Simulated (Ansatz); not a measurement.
Reaction (substitution at a C–C bond): `CC(O)(S)S` + `NBCl` → `CNBCl` + `OC(S)S`

Isolated molecules relaxed with PBE0-D4/def2-TZVP in Ansatz; ΔE leaves out vibrations. CBS: MP2 limit from def2 TZ/QZ plus the TZ coupled-cluster correction, frozen cores. Functionals use def2-TZVPP. B3LYP here is the variant with VWN-RPA as its local correlation; programs differ in this. Each species was taken in one conformer, which may not be the lowest.

```tsv
level	ΔE (kJ/mol)	difference from CCSD(T)/CBS
PBE-D4	42.0	-7.6
r2SCAN-D4	47.8	-1.8
PBE0-D4	43.9	-5.7
B3LYP-D4	42.2	-7.4
ωB97X-V	45.1	-4.5
ωB97M-V	47.9	-1.7
B2PLYP	42.5	-7.1
PBE	38.2	-11.4
r2SCAN	46.9	-2.7
PBE0	40.6	-9.0
B3LYP	35.8	-13.8
HF/def2-TZVPP	36.7	-12.9
MP2/def2-TZVPP	53.6	4.0
SCS-MP2/def2-TZVPP	48.2	-1.4
CCSD/def2-TZVPP	45.6	-4.0
CCSD(T)/def2-TZVPP	47.6	-2.0
HF/def2-QZVPP	36.3	-13.3
MP2/def2-QZVPP	54.7	5.1
SCS-MP2/def2-QZVPP	49.1	-0.5
HF/CBS(def2)	36.3	-13.3
MP2/CBS(def2)	55.6	6.0
CCSD/CBS(def2)	47.6	-2.0
CCSD(T)/CBS	49.6	0
```

Largest T1 diagnostic among the species: 0.012.

In def2-TZVPP, CCSD(T) changes the Hartree–Fock value by +10.9 kJ/mol (the triples alone add +2.0 kJ/mol) and MP2 by +17.0 kJ/mol. The D4 term adds +6.3 kJ/mol with B3LYP and +3.3 kJ/mol with PBE0; it sums over pairs of atoms, weighted by their polarisabilities, and B3LYP, whose exchange is more repulsive, gets the larger term.
